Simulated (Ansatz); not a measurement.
Species: GaCl$_{2}$, charge 0, multiplicity 2. It need not be the lowest isomer of its formula. 
Coordinates optimised at B3LYP-D3(BJ)/def2-TZVP (Ansatz, a quantum-chemistry and plane-wave program):
SMILES: [Cl][Ga][Cl]
```xyz
3

Ga     0.3971    -0.0046     0.4212
Cl     0.9893     0.3312    -1.6546
Cl    -1.7134    -0.3228     0.8864
```
Charge 0, spin multiplicity 2.

Task: Give the harmonic wavenumbers at B3LYP-D3(BJ)/def2-TZVP (Ansatz, finite differences of forces, unscaled).

Result: 110, 351, 398 cm⁻¹. Zero-point energy 1.2 kcal/mol.

Task: From these and the geometry, give the ideal-gas thermochemistry at 298.15 K and 1 atm (rigid rotor, harmonic oscillator).

Result: Point group C2v, rotational symmetry number 2. Rotational constants 11.74, 2.009, 1.716 GHz. S(trans) 40.73, S(rot) 25.10, S(vib) 5.40, S(elec, spin only) 1.38, S 72.6 cal/(mol K). H(298) - H(0) 3.24 kcal/mol; G - E(el) -17.2 kcal/mol.
